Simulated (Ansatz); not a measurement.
Relaxation of Cl₃FH₂NTa (8 atoms, charge 0, multiplicity 1), to a largest force component of 0.02 eV/Å in at most 40 steps.

Level of theory: RKS PBE0/def2-SVP in Ansatz 0.2.0.

```xyz
8
Properties=species:S:1:pos:R:3:forces:R:3
Ta 0.000 0.000 0.000 1.52 0.17 -0.05
N 2.160 0.000 0.000 -2.98 0.02 0.03
H 2.690 -0.512 0.762 -0.56 1.08 -1.40
H 2.690 0.512 -0.762 -0.56 -1.10 1.37
Cl 0.000 0.000 2.470 0.05 -0.14 -2.01
Cl 0.000 0.000 -2.470 0.06 0.09 2.00
Cl -1.235 2.139 0.000 1.26 -2.03 -0.06
F -0.965 -1.671 0.000 1.21 1.91 0.12
```

Q: Where does it end, and by what steps?

A: The forces met the threshold. After 6 steps the energy has fallen by 1.331 eV; H3 moved furthest, 0.56 Å.

| step | energy less start (eV) | largest force component (eV/Å) | accepted |
| --- | --- | --- | --- |
| 0 | 0.0000 | 2.977 | yes |
| 1 | -1.1390 | 0.884 | yes |
| 2 | -1.2535 | 1.039 | yes |
| 3 | -1.3216 | 0.200 | yes |
| 4 | -1.3259 | 0.184 | yes |
| 5 | -1.3309 | 0.040 | yes |
| 6 | -1.3312 | 0.014 | yes |

```xyz
8
Properties=species:S:1:pos:R:3
Ta 0.006 0.017 -0.003
N 1.957 0.059 0.002
H 2.520 0.011 0.847
H 2.523 0.084 -0.842
Cl 0.149 -0.191 2.317
Cl 0.156 0.018 -2.332
Cl -1.033 2.069 0.088
F -0.938 -1.599 -0.077
```

Whether the end is a true minimum wasn't checked by a vibrational analysis.

Time of the run: 52 s on 2 threads of Arm Neoverse V1 (shared host), peak memory 0.34 GiB.
